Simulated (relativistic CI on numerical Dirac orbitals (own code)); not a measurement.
# Er2+: 4f valence photoemission

Computed with this model: Dirac-Coulomb-Breit CI, orbitals from a KLI potential per configuration, model QED (radiative potential, 1s self-energy scaled to tabulated hydrogen-like ionisation energies), multiplet model of photoemission in the sudden approximation, unscaled Slater integrals; configurations [Xe] 4f12 → [Xe] 4f11; 80 K; Lorentzian 0.1 eV and Gaussian 0.3 eV FWHM. Energies are those of the free ion, without screening or charge transfer. The energies are binding energies and can lie tens of eV above those of solids. S is read from ⟨S²⟩ = S(S + 1).

Field parameters in Wybourne normalisation; cubic f-shell fields have B⁴₄ = √(5/14) B⁴₀ and B⁶₄ = −√(7/2) B⁶₀. The field is a parameter set, without covalency.

Computed curve for free ion, scaled to 100 at the maximum (points under 2 are left out and the grid is thinned):

Energy (eV), Intensity and a bar:
```
     17.2        2.2 
     17.4        5.6 #
     17.7       67.3 #####################
     17.9       95.8 ##############################
     18.1       27.1 ########
     18.3        9.1 ##
     18.6       36.1 ###########
     18.8       23.8 #######
     19.0       18.6 #####
     19.2       21.3 ######
     19.5        8.5 ##
     19.7        4.2 #
     19.9        6.8 #
     20.1       19.7 ######
     20.4       21.4 ######
     20.6       33.2 ##########
     20.8       16.9 #####
     21.0       13.0 ###
     21.3       16.2 ####
     21.5       30.8 #########
     21.7       85.3 ###########################
     21.9       74.1 #######################
     22.2       14.2 ####
     22.4        8.5 ##
     22.6        5.8 #
     22.8        7.4 ##
     23.1        4.2 #
     23.3        2.8 
     23.5        5.7 #
     23.7       30.1 #########
     24.0       77.9 ########################
     24.2       38.6 ############
     24.4        9.3 ##
     24.6        2.9 
     24.9        2.1 
     25.1        2.8 
     25.3        3.4 
     25.8        3.7 #
     26.1        9.3 ##
     26.3        2.5
```

The ground state has S = 1.00, and the centroid lies at 21.01 eV.
